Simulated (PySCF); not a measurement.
ClCrO2, charge +2, quartet, geometry from GFN2-xTB of the parent state (such geometries of metal compounds can be far from the true shape) (the multiplicity is a formal guess); R2SCAN/3-21G (PySCF).

Input for PySCF:
```python
from pyscf import gto, scf, dft

mol = gto.M(
    atom='''
Cr    0.305513   -0.017344    0.394400
O     1.498973   -0.688490   -0.324764
O    -0.542848   -0.992678    1.243510
Cl   -0.881254    0.815624   -0.989151
''',
    basis='3-21g',
    charge=2,
    spin=3,
    verbose=4,
)

mf = dft.ROKS(mol)
mf.xc = 'r2scan'
mf.kernel()
```

The log (banner, timings and long lists left out):

```
PySCF version 2.14.0

[INPUT] verbose = 4
[INPUT] num. atoms = 4
[INPUT] num. electrons = 55
[INPUT] charge = 2
[INPUT] spin (= nelec alpha-beta = 2S) = 3
[INPUT] symmetry False subgroup None
[INPUT] Mole.unit = angstrom
[INPUT] Symbol           X                Y                Z      unit          X                Y                Z       unit  Magmom
[...]
nuclear repulsion = 301.935452100623
number of shells = 28
number of NR pGTOs = 111
number of NR cGTOs = 58
basis = 3-21g
ecp = {}

******** <class 'pyscf.dft.roks.ROKS'> ********
method = ROKS
initial guess = minao
damping factor = 0
level_shift factor = 0
DIIS = <class 'pyscf.scf.diis.CDIIS'>
diis_start_cycle = 1
diis_space = 8
diis_damp = 0
SCF conv_tol = 1e-09
SCF conv_tol_grad = None
SCF max_cycles = 50
direct_scf = True
direct_scf_tol = 1e-13
num. doubly occ = 26  num. singly occ = 3
XC library pyscf.dft.libxc version 7.1.2
    S. Lehtola, C. Steigemann, M. J. T. Oliveira, and M. A. L. Marques,  SoftwareX 7, 1–5 (2018)
XC functionals = r2scan
    J. W. Furness, A. D. Kaplan, J. Ning, J. P. Perdew, and J. Sun,  J. Phys. Chem. Lett. 11, 8208–8215 (2020)
    J. W. Furness, A. D. Kaplan, J. Ning, J. P. Perdew, and J. Sun,  J. Phys. Chem. Lett. 11, 9248–9248 (2020)
    J. W. Furness, A. D. Kaplan, J. Ning, J. P. Perdew, and J. Sun,  J. Phys. Chem. Lett. 11, 8208–8215 (2020)
    J. W. Furness, A. D. Kaplan, J. Ning, J. P. Perdew, and J. Sun,  J. Phys. Chem. Lett. 11, 9248–9248 (2020)
radial grids:
    Treutler-Ahlrichs [JCP 102, 346 (1995); DOI:10.1063/1.469408] (M4) radial grids

becke partition: Becke, JCP 88, 2547 (1988); DOI:10.1063/1.454033
pruning grids: <function nwchem_prune>
grids dens level: 3
symmetrized grids: False
atomic radii adjust function: <function treutler_atomic_radii_adjust>
small_rho_cutoff = 0
Set gradient conv threshold to 3.16228e-05
tot grids = 67952
init E= -1646.15391492384
[...]
cycle= 1 E= -1645.2892152894  delta_E= 0.865  |g|= 0.984  |ddm|= 2.12

WARN: HOMO -0.566268287508108 >= LUMO -0.574691817801799

cycle= 2 E= -1639.08466765621  delta_E=  6.2  |g|= 5.07  |ddm|= 2.69

WARN: HOMO -0.244543902441393 >= LUMO -0.566803925265435

cycle= 3 E= -1643.69954746002  delta_E= -4.61  |g|= 1.95  |ddm|= 2.91

WARN: HOMO -0.746241173202127 >= LUMO -0.914475099082036

cycle= 4 E= -1644.52319529021  delta_E= -0.824  |g|= 1.99  |ddm|= 3.01

WARN: HOMO -0.343495864009612 >= LUMO -0.773737784264498

cycle= 5 E= -1644.98463293172  delta_E= -0.461  |g|= 0.794  |ddm|= 2.74

WARN: HOMO -0.759577202520435 >= LUMO -0.911118605508781

cycle= 6 E= -1644.73827219286  delta_E= 0.246  |g|= 1.59  |ddm|= 2.74

WARN: HOMO -0.347650908024839 >= LUMO -0.786175032479728

cycle= 7 E= -1645.20570332713  delta_E= -0.467  |g|= 0.601  |ddm|= 2.61

WARN: HOMO -0.744256033531387 >= LUMO -0.913960159887272

cycle= 8 E= -1644.91073882991  delta_E= 0.295  |g|=  1.3  |ddm|= 2.82

WARN: HOMO -0.347111502684298 >= LUMO -0.772407617241635

cycle= 9 E= -1645.11810216111  delta_E= -0.207  |g|= 0.895  |ddm|= 2.82

WARN: HOMO -0.759165711368067 >= LUMO -0.911929463771741

cycle= 10 E= -1644.72907294374  delta_E= 0.389  |g|= 1.48  |ddm|= 2.78

WARN: HOMO -0.352226183024131 >= LUMO -0.789035611787348

cycle= 11 E= -1645.15063748312  delta_E= -0.422  |g|= 0.847  |ddm|= 2.67

WARN: HOMO -0.783586833312245 >= LUMO -0.908748108461604

cycle= 12 E= -1645.33730055863  delta_E= -0.187  |g|= 0.903  |ddm|= 2.45
[...]
cycle= 13 E= -1645.64753743276  delta_E= -0.31  |g|= 0.423  |ddm|= 1.16
[...]
cycle= 14 E= -1645.6553196765  delta_E= -0.00778  |g|= 0.393  |ddm|= 0.107
[...]
cycle= 15 E= -1645.67278411385  delta_E= -0.0175  |g|= 0.343  |ddm|= 0.147
[...]
cycle= 16 E= -1645.68395300756  delta_E= -0.0112  |g|= 0.349  |ddm|= 0.874
[...]
cycle= 17 E= -1645.69356475957  delta_E= -0.00961  |g|= 0.338  |ddm|= 1.08
[...]
cycle= 18 E= -1645.69164573359  delta_E= 0.00192  |g|= 0.232  |ddm|= 1.06
[...]
cycle= 19 E= -1645.70229740721  delta_E= -0.0107  |g|= 0.203  |ddm|= 0.125
[...]
cycle= 20 E= -1645.70781501504  delta_E= -0.00552  |g|= 0.138  |ddm|= 0.99
[...]
cycle= 21 E= -1645.71476468149  delta_E= -0.00695  |g|= 0.0614  |ddm|= 0.193
[...]
cycle= 22 E= -1645.71022748035  delta_E= 0.00454  |g|= 0.0844  |ddm|= 1.07
[...]
cycle= 23 E= -1645.71358661724  delta_E= -0.00336  |g|= 0.0573  |ddm|= 0.321
[...]
cycle= 24 E= -1645.7163961878  delta_E= -0.00281  |g|= 0.0406  |ddm|= 0.92
[...]
cycle= 25 E= -1645.71038043875  delta_E= 0.00602  |g|= 0.095  |ddm|= 0.984
[...]
cycle= 26 E= -1645.71184275067  delta_E= -0.00146  |g|= 0.0876  |ddm|= 0.179
[...]
cycle= 27 E= -1645.71220691101  delta_E= -0.000364  |g|= 0.0835  |ddm|= 0.0344
[...]
cycle= 28 E= -1645.71089454429  delta_E= 0.00131  |g|= 0.0952  |ddm|= 0.103
[...]
cycle= 29 E= -1645.71064671641  delta_E= 0.000248  |g|= 0.0953  |ddm|= 0.0346
[...]
cycle= 30 E= -1645.70985305173  delta_E= 0.000794  |g|= 0.102  |ddm|= 0.0234
[...]
cycle= 31 E= -1645.71237763557  delta_E= -0.00252  |g|= 0.0948  |ddm|= 1.08
[...]
cycle= 32 E= -1645.71115007784  delta_E= 0.00123  |g|= 0.107  |ddm|= 0.0674
[...]
cycle= 33 E= -1645.71083523337  delta_E= 0.000315  |g|= 0.111  |ddm|= 0.0477
[...]
cycle= 34 E= -1645.71303103112  delta_E= -0.0022  |g|= 0.0818  |ddm|= 0.895
[...]
cycle= 35 E= -1645.71505898092  delta_E= -0.00203  |g|= 0.0606  |ddm|= 0.288
[...]
cycle= 36 E= -1645.71359827721  delta_E= 0.00146  |g|= 0.0874  |ddm|= 0.826
[...]
cycle= 37 E= -1645.71208496057  delta_E= 0.00151  |g|= 0.0911  |ddm|= 0.168
[...]
cycle= 38 E= -1645.71240298987  delta_E= -0.000318  |g|= 0.071  |ddm|= 0.899
[...]
cycle= 39 E= -1645.7143196105  delta_E= -0.00192  |g|= 0.0266  |ddm|= 0.31
[...]
cycle= 40 E= -1645.71450926223  delta_E= -0.00019  |g|= 0.0679  |ddm|= 0.803
[...]
cycle= 41 E= -1645.71325967929  delta_E= 0.00125  |g|= 0.0603  |ddm|= 0.761
[...]
cycle= 42 E= -1645.71276320231  delta_E= 0.000496  |g|= 0.0732  |ddm|= 0.0803
[...]
cycle= 43 E= -1645.71262889021  delta_E= 0.000134  |g|= 0.0716  |ddm|= 0.24
[...]
cycle= 44 E= -1645.71348557514  delta_E= -0.000857  |g|= 0.0696  |ddm|= 0.161
[...]
cycle= 45 E= -1645.71472072217  delta_E= -0.00124  |g|= 0.056  |ddm|= 0.24
[...]
cycle= 46 E= -1645.71384941137  delta_E= 0.000871  |g|= 0.0444  |ddm|= 1.05
[...]
cycle= 47 E= -1645.71382853295  delta_E= 2.09e-05  |g|= 0.0566  |ddm|= 0.674
[...]
cycle= 48 E= -1645.71395546293  delta_E= -0.000127  |g|= 0.0464  |ddm|= 0.117
[...]
cycle= 49 E= -1645.71314699793  delta_E= 0.000808  |g|= 0.0345  |ddm|= 0.275
[...]
cycle= 50 E= -1645.71334116134  delta_E= -0.000194  |g|= 0.0822  |ddm|= 0.814
SCF not converged.
SCF energy = -1645.71334116134
```

The run did not converge; its last values are not results.
